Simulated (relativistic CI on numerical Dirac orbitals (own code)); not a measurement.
**One change at a time: Dy12+**

Base calculation: Dirac-Coulomb-Breit CI, orbitals from a KLI potential per configuration, model QED (radiative potential, 1s self-energy scaled to tabulated hydrogen-like ionisation energies), unscaled Slater integrals.

CI space (outside the closed core [Ar] 3d10 4p6 4d10): 4s2 4f6 5s2, 4s2 4f8, 4s2 4f7 5s, 4s2 4f5 5s2 6s, 4s2 4f4 5s2 6s2, 4s2 4f5 5s2 7s, 4s2 4f6 6s2, 4f8 5s2. The list is cut by size and lacks configurations that can hold low levels.

Variants: (1) only the first 3 configurations. Shifts of the energy above 4s2 4f6 5s2 7F_0, in cm⁻¹, for the lowest level and the first level of each name with at least 55 % of one term (blank where a level changes its place among those of its configuration and J or its character, or is not in the variant):

```csv
Level,Base,Δ(1)
4s2 4f6 5s2 7F_0,0.0,0.0
4s2 4f6 5s2 7F_1,731.8,-1.2
4s2 4f6 5s2 7F_2,1968.8,-2.7
4s2 4f6 5s2 7F_3,3510.9,-3.7
4s2 4f6 5s2 7F_4,5222.3,-4.3
4s2 4f6 5s2 7F_5,7012.4,-4.1
4s2 4f6 5s2 7F_6,8814.1,-3.0
4s2 4f6 5s2 5D_0,26847.8,+47.7
4s2 4f6 5s2 5D_1,30029.4,+42.4
4s2 4f6 5s2 5D_2,34413.9,+39.7
4s2 4f6 5s2 5L_6,38633.7,+1.0
4s2 4f6 5s2 5D_3,39468.5,+39.5
4s2 4f6 5s2 5L_7,40512.7,-2.5
4s2 4f6 5s2 5L_8,42092.8,-4.1
```

At this charge energies of transitions that change n are usually good to better than 1 %, and those within a shell (Δn = 0) to a few per cent. Terms inside the open d or f shell come out 10 to 20 % too wide with unscaled integrals. Levels and lines within the n = 5 or 6 shells can be off by up to 10 % or somewhat more, and those that change n by about 2 %, since core polarisation is missing.

Ionisation energy from the two ground configurations alone: base 243.719 eV. The NIST ASD value (theoretical) is 259 eV. The gap of more than 2 % comes from missing correlation, or from a tabulated value that is itself an estimate.

LS names give the leading component of a level, which can be under half, so a name can repeat, a term be missing and a line seem to break the LS rules.
